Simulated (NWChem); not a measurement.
System: Si₂H₅OF; SMILES O[SiH2][SiH2]F

```xyz
9

O      0.8371     1.9952    -0.3854
Si    -0.4070     1.1270     0.3221
Si    -0.4513    -1.1559    -0.2516
F      0.8063    -1.9446     0.4157
H      1.7349     1.7668    -0.1070
H     -1.6569     1.7431    -0.1949
H     -0.3986     1.2536     1.8121
H     -1.7108    -1.7732     0.2562
H     -0.3883    -1.3586    -1.7267
```
Atoms are numbered in this order, from 1.

Computed with NWChem. Pople sets run with spherical d functions. STO-3G and 3-21G are far too small for this property and stand as cheap habits. The geometry was optimised at B3LYP/6-31G* (spherical d). B3LYP is NWChem's, with the RPA form of VWN correlation. GIAO values for the isolated, static molecule; σ is the absolute isotropic shielding, δ = σ(reference) − σ with the isolated reference molecule computed at the same levels (1H: tetramethylsilane, 17O: water, 29Si: tetramethylsilane).

For level Hartree-Fock/STO-3G:

| Property | Result |
|---|---|
| δ O1 (ppm) | -97.0 |
| δ Si2 (ppm) | -31.7 |
| δ Si3 (ppm) | -27.6 |
| δ H5 (ppm) | -4.03 |
| δ H6 (ppm) | 2.34 |
| δ H7 (ppm) | 2.03 |
| δ H8 (ppm) | 2.09 |

### Question
Estimate the same quantities for level B3LYP/6-311G**.

### Answer
The δ O1 (ppm) is -2.5 and the δ Si2 (ppm) is -23.2. The δ Si3 (ppm) comes out as 3.3 and the δ H5 (ppm) is 0.30. The δ H6 (ppm) is 5.12. The δ H7 (ppm) is 5.61 and the δ H8 (ppm) is 5.45.
